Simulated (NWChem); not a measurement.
System: BeSiH4Se; SMILES [SeH][Be][SiH3]

```xyz
7

Be    -0.0175    -0.5843     0.0057
Se    -0.0332     1.4578     0.0000
H      1.4416     1.4580    -0.0005
Si    -0.0146    -2.7651     0.0001
H     -1.1915    -3.3200    -0.7464
H     -0.0618    -3.3413     1.3836
H      1.2161    -3.3136    -0.6599
```
Atoms are numbered in this order, from 1.

Results from NWChem. Coordinates come from a PBE0/def2-SVP optimisation. Total energies compare along this basis series because the functional is fixed.

| level | basis functions | energy (Ha) | highest occupied level (eV) | orbital gap (eV) | dipole (D) |
|---|---|---|---|---|---|
| PBE0/pcseg-1 | 74 | -2707.4831 | -7.45 | 5.90 | 0.68 |
| PBE0/aug-pcseg-1 | 112 | -2707.4865 | -7.45 | 5.89 | 0.53 |
| PBE0/pcseg-2 | 148 | -2707.8381 | -7.47 | 5.89 | 0.59 |
| PBE0/STO-3G | 36 | -2677.6506 | -5.24 | 6.64 | 1.05 |
| PBE0/def2-SVP | 79 | -2707.3788 | -7.40 | 5.81 | 0.76 |
